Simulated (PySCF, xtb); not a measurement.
Ga(H)2(OEt) (C2H7GaO), SMILES [GaH2][O]CC.

xtb with GFN2-xTB at its own geometry gives an orbital gap of 5.14 eV and a dipole moment of 1.15 D.

Geometry optimised at TPSSh-D3(BJ)/def2-SVP. One conformer was computed; it need not be the lowest.

Question: What does HF/def2-TZVP (PySCF) give? (Estimate from the structure and the level; the computed values follow.)

Answer: gap 12.85 eV (levels -11.32 and 1.53 eV), dipole 1.35 D.
